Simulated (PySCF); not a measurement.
SbBr2, SMILES [Br][Sb][Br], multiplicity 2.

Geometry: PBE0-D3(BJ)/def2-SVP. The multiplicity is an assumed one; other spin states were not compared. The isomer is the one that the SMILES or the coordinates give; other isomers of the formula were not compared. The def2 effective core potentials stand for the cores of Sb; spin–orbit coupling is left out.

The numbers are results of TDA-M06-2X/def2-SVPD (PySCF), not measurements.

Vertical excitations. Isolated molecule, no solvent.

Computed UV-visible absorptions:
| state | energy (eV) | λ (nm) | f | main pairs |
|---|---|---|---|---|
| root 1 | 2.58 | 480 | 0.000 | α HOMO→LUMO 98 % |
| root 2 | 2.70 | 459 | 0.000 | α HOMO→LUMO+1 97 % |
| root 3 | 3.76 | 329 | 0.007 | β HOMO→LUMO 92 % |
| root 4 | 4.28 | 290 | 0.000 | β HOMO−1→LUMO 99 % |
| root 5 | 4.50 | 276 | 0.006 | α HOMO−2→LUMO+1 20 %, β HOMO−2→LUMO 58 %, β HOMO→LUMO+2 11 % |
| root 6 | 4.60 | 270 | 0.002 | α HOMO−2→LUMO+1 20 %, α HOMO−1→LUMO 7 %, β HOMO→LUMO+2 33 %, β HOMO−2→LUMO 31 % |
| root 7 | 4.66 | 266 | 0.001 | α HOMO−2→LUMO 56 %, β HOMO→LUMO+1 27 % |
| root 8 | 4.89 | 254 | 0.002 | α HOMO−1→LUMO 64 %, β HOMO−1→LUMO+1 17 % |
| root 9 | 5.09 | 244 | 0.002 | β HOMO−3→LUMO 82 % |
| root 10 | 5.18 | 239 | 0.000 | α HOMO−3→LUMO 61 %, β HOMO−2→LUMO+1 25 % |
Unrestricted roots are not spin-pure.
